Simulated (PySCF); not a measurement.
Compound: 3-bromofuran, C4H3BrO.
Numbering: `[Br:1][c:2]1[cH:3][cH:4][o:5][cH:6]1` (hydrogens: H7 on C3; H8 on C4; H9 on C6)

The calculation used PBE0-D3(BJ)/def2-TZVP geometry optimisation, gas phase (PySCF).

(1) List the bond lengths and angles at this level.

Answers

(1) 
```json
{"bond": "Br1–C2", "length (Å)": "1.863", "order": "single"}
{"bond": "C2–C3", "length (Å)": "1.425", "order": "aromatic"}
{"bond": "C3–C4", "length (Å)": "1.353", "order": "aromatic"}
{"bond": "C4–O5", "length (Å)": "1.351", "order": "aromatic"}
{"bond": "O5–C6", "length (Å)": "1.351", "order": "aromatic"}
{"bond": "C2–C6", "length (Å)": "1.354", "order": "aromatic"}
{"bond": "C3–H7", "length (Å)": "1.077", "order": "single"}
{"bond": "C4–H8", "length (Å)": "1.077", "order": "single"}
{"bond": "C6–H9", "length (Å)": "1.076", "order": "single"}
```

Orders are formal, as drawn. A selection of angles:
```json
{"angle": "Br1–C2–C3", "degrees": "126.5"}
{"angle": "Br1–C2–C6", "degrees": "126.3"}
{"angle": "C3–C2–C6", "degrees": "107.1"}
{"angle": "C2–C3–C4", "degrees": "105.1"}
{"angle": "C2–C3–H7", "degrees": "127.3"}
{"angle": "C4–C3–H7", "degrees": "127.6"}
{"angle": "C3–C4–O5", "degrees": "110.8"}
{"angle": "C3–C4–H8", "degrees": "133.1"}
{"angle": "O5–C4–H8", "degrees": "116.1"}
{"angle": "C4–O5–C6", "degrees": "107.4"}
{"angle": "O5–C6–H9", "degrees": "117.3"}
{"angle": "C2–C6–O5", "degrees": "109.5"}
{"angle": "C2–C6–H9", "degrees": "133.3"}
```

O5 (furan-type oxygen) is bent (angle 107.4°). The 3 C–C bonds span 1.353 Å (C3–C4, aromatic) to 1.425 Å (C2–C3, aromatic), a spread of 0.072 Å. The 6 heavy atoms lie in one plane (0.001 Å rms). The 5-membered ring C2–C3–C4–O5–C6 has internal angles of 105.1° to 110.8° (sum 540°, against 540° for a flat polygon); it is planar, 0.00 Å rms from its mean plane, widest ring torsion 0°.

Point group: Cs (every atom within 0.08 Å of its image). Stationary, but not proved a minimum.

Hardware: one thread, Intel Xeon Platinum 8559C (x86_64), shared host with 48 logical CPUs at a one-minute load of 32. Cost: 1.9 min, 0.98 GiB resident at most. This is the geometry optimisation.
